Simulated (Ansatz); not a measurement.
Consider the ligand exchange at the Si–C bond: `C[SiH2]CSS` + H₂Te → `C[SiH2][TeH]` + `CSS`.

Gas-phase electronic energies from Ansatz, PBE0-D4/def2-TZVP geometries. CBS: MP2 limit from def2 TZ/QZ plus the TZ coupled-cluster correction, frozen cores. Functionals use def2-TZVPP. Elements past krypton have def2 core potentials. For Te outer-core shells are correlated without core-valence functions, which leaves a few kJ/mol of doubt a bond. Each species was taken in one conformer, which may not be the lowest.

| level | ΔE (kcal/mol) |
| --- | --- |
| PBE-D4 | -16.1 |
| CCSD/CBS(def2) | -16.5 |

(1) What does CCSD(T)/CBS give? (Estimate.)

Largest T1 diagnostic among the species: 0.011.

Answers

(1) The calculation gave: -16.2 kcal/mol. The listed levels differ from it by 0.1, -0.3 kcal/mol.

In def2-TZVPP, CCSD(T) changes the Hartree–Fock value by +3.2 kcal/mol (the triples alone add +0.3 kcal/mol) and MP2 by +1.7 kcal/mol. The D4 term adds +1.6 kcal/mol with B3LYP and +1.0 kcal/mol with PBE0; it sums over pairs of atoms, weighted by their polarisabilities, and B3LYP, whose exchange is more repulsive, gets the larger term.

B3LYP here is the variant with VWN-RPA as its local correlation; programs differ in this.
